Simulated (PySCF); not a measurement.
## Stretching InB

Set-up: PySCF, spin-free X2C with a Gaussian nucleus, basis sets In x2c-SVPall, B x2c-SVPall. Energies in eV from In + B in their ground configurations at the same level. State: ³Π (triplet), unpaired electrons σ ↑, π ↑.

All columns are PBE0. A positive dipole means In(−)B(+).

```
R (Å)  E (eV)  μ (D)  Mulliken charge on In (basis-dependent)  HOMO (eV)  LUMO (eV)  Mayer bond order  ⟨S²⟩
2.079  -1.347  -0.91                                     0.14      -5.17      -3.56              1.21  2.00
2.175  -1.622  -1.15                                     0.16      -5.18      -3.38              1.17  2.00
2.272  -1.772  -1.41                                     0.19      -5.17      -3.22              1.14  2.00
2.345  -1.825  -1.61                                     0.20      -5.16      -3.11              1.13  2.00
2.417  -1.839  -1.81                                     0.21      -5.05      -3.01              1.11  2.00
2.490  -1.823  -2.01                                     0.22      -4.93      -2.92              1.09  2.01
2.586  -1.767  -2.26                                     0.23      -4.79      -2.81              1.08  2.01
2.707  -1.662  -2.56                                     0.24      -4.64      -2.70              1.06  2.01
2.852  -1.505  -2.88                                     0.25      -4.48      -2.60              1.04  2.01
3.045  -1.277  -3.25                                     0.25      -4.30      -2.50              1.01  2.01
```

A fit through these points gives, at Re = 2.411 Å, μ = -1.80 D and dμ/dR = -2.76 D/Å; the reduced mass is 10.05 u.

Problem. How strong is the fundamental in the double-harmonic approximation, I = 42.26·(dμ/dR)²/μred km/mol?

Solution. I = 42.26·(-2.76)²/10.05 = 32.0 km/mol at PBE0.

These are scalar-relativistic numbers at best; spin–orbit coupling would shift them, the dissociation energy most. The state is the lowest determinant that a PBE0 search found; another state may lie lower at other levels.
